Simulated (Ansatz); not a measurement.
Calculated with Ansatz (gas phase, PBE0-D4/def2-TZVP geometries, no zero-point term in ΔE). CCSD(T)/CBS is the MP2 limit (def2-TZVPP, def2-QZVPP) plus CCSD(T) − MP2 in def2-TZVPP, frozen cores. DFT in def2-TZVPP. For Ga outer-core shells are correlated without core-valence functions, which leaves a few kJ/mol of doubt a bond. Scalar relativity is left out up to krypton. Each species was taken in one conformer, which may not be the lowest.

`CO[SiH](F)O[SiH3]` + `C[O][Ga]([OH])[SH]` → `C[O][Ga]([SH])[O][SiH3]` + `CO[SiH](O)F`  (ligand exchange at the Si–O bond)

| species | PBE-D4 energy (Eh) |
| --- | --- |
| `CO[SiH](F)O[SiH3]` | -871.32345 |
| `C[O][Ga]([OH])[SH]` | -2514.12291 |
| `C[O][Ga]([SH])[O][SiH3]` | -2804.70512 |
| `CO[SiH](O)F` | -580.73942 |

**Question.** Work out ΔE.

**Answer.** ΔE = (-2804.70512) + (-580.73942) − (-871.32345) − (-2514.12291) = 0.00182 Eh = +1.1 kcal/mol. CCSD(T)/CBS gives +1.2 kcal/mol.

Largest T1 diagnostic among the species: 0.014.
